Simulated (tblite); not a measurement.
Compound: C6H15PSi.
Geometry (GFN2-xTB, Å), atoms numbered from 1 in this order:
```
atom  x, y, z in Å
C1     3.2030   -0.4022   -0.2290
C2     1.8976    0.3828   -0.2727
P3     0.7819   -0.1288    1.1341
C4    -0.1153   -1.5455    0.2900
C5    -1.1602   -0.6041   -0.3291
C6    -2.5971   -1.0925   -0.2660
C7    -0.8513    0.6172    0.5598
Si8   -0.9429    2.3489   -0.2083
H9     3.0118   -1.4697   -0.3270
H10    3.7154   -0.2382    0.7171
H11    3.8653   -0.0958   -1.0370
H12    2.1001    1.4505   -0.1500
H13    1.3943    0.2362   -1.2306
H14    0.4719   -2.1418   -0.4082
H15   -0.5561   -2.2105    1.0345
H16   -0.9106   -0.3939   -1.3732
H17   -3.2723   -0.3294   -0.6489
H18   -2.8781   -1.3168    0.7618
H19   -2.7214   -1.9951   -0.8620
H20   -1.5028    0.5894    1.4418
H21   -0.2378    2.3770   -1.4931
H22   -0.3479    3.3178    0.7117
H23   -2.3524    2.6714   -0.4465
```

All values are computed: GFN2-xTB (tblite) harmonic vibrations without scaling, gas phase. The method is semi-empirical: single wavenumbers can be off by several per cent or more. Modes of hydrogen on silicon can be 10 to 20 % off. One conformer, not necessarily the lowest.

Harmonic wavenumbers (cm⁻¹): 66.8, 87.9, 97.5, 122.3, 141.5, 184.9, 212.5, 245.7, 262.4, 279.3, 329.9, 429.8, 482.9, 518.3, 546.6, 653.9, 691.3, 726.4, 751.4, 771.7, 786.1, 804.4, 809.3, 854.6, 924.1, 964.4, 977.9, 999.5, 1009.1, 1062.0, 1080.9, 1111.0, 1124.8, 1146.7, 1178.9, 1219.7, 1226.2, 1248.7, 1285.4, 1333.7, 1409.1, 1410.6, 1440.5, 1450.9, 1497.7, 1498.3, 1501.1, 1501.8, 2241.2, 2249.4, 2271.7, 2896.6, 2932.7, 2945.7, 2955.8, 2969.3, 2977.5, 3013.8, 3018.3, 3018.9, 3020.5, 3026.5, 3029.8.

A = 1695, B = 1094, C = 779.7 MHz; mass 146.068 u (most abundant isotopes); point group C1, symmetry number 1.

Zero-point energy?

Half the sum of the wavenumbers: 41514 cm⁻¹ = 496.62 kJ/mol.

Entropy at 273.15 K, 1 bar (ideal gas, RRHO, classical rotation)?

Translation 169.19, rotation 123.54, vibration 128.94: S = 421.7 J/(mol K).

And Cp and H(273.15 K) − H(0)?

Cp = 174.76 J/(mol K), of which vibrations give 141.50 (their classical limit is 63 R = 523.8); H(273.15 K) − H(0) = 28.43 kJ/mol without the zero-point energy, 19.35 from vibrations.

How do the functions run with temperature in this model?

| T (K) | S (J/(mol K)) | Cp (J/(mol K)) | H − H(0) (kJ/mol) | G − H(0) (kJ/mol) | ln q(vib) |
| --- | --- | --- | --- | --- | --- |
| 50 | 247.2 | 57.3 | 2.06 | -10.30 | 0.36 |
| 100 | 297.1 | 88.5 | 5.75 | -23.96 | 1.63 |
| 298.15 | 437.5 | 187.9 | 32.96 | -97.49 | 7.77 |
| 373.15 | 483.9 | 226.3 | 48.51 | -132.05 | 10.11 |
| 500 | 558.2 | 282.5 | 80.91 | -198.21 | 14.05 |
| 750 | 689.0 | 362.0 | 162.21 | -354.54 | 21.61 |
| 1000 | 800.9 | 414.8 | 259.73 | -541.13 | 28.68 |

q(vib) and H(0) count from the zero-point level.

What must be added to the electronic energy to get the Gibbs energy at 273.15 K and 1 bar?

ZPE + [H(273.15 K) − H(0)] − T·S = 496.62 + 28.43 − 115.18 = 409.87 kJ/mol.

Blend soft modes into free rotors: weight 1/[1 + (100 cm⁻¹/ν̃)⁴] for the oscillator and the rest for a rotor with moment μB/(μ + B), μ = h/(8π²ν), B = 10⁻⁴⁴ kg m². What vibrational entropy results?

122.50 J/(mol K) in place of 128.94, which changes −T·S at 273.15 K by +1.76 kJ/mol.

Hindered rotation and anharmonicity are outside this model. Other conformers, if any are populated, would add a mixing term that is left out. The structure is chiral; the term R ln 2 for an equal mix with its mirror image is left out.

Hardware: Intel Xeon Platinum 8375C at 2.90 GHz, one thread, shared host with 96 logical CPUs at a one-minute load of 33. Cost: 1.3 s of wall time. This covers the Hessian and the dipole derivatives.
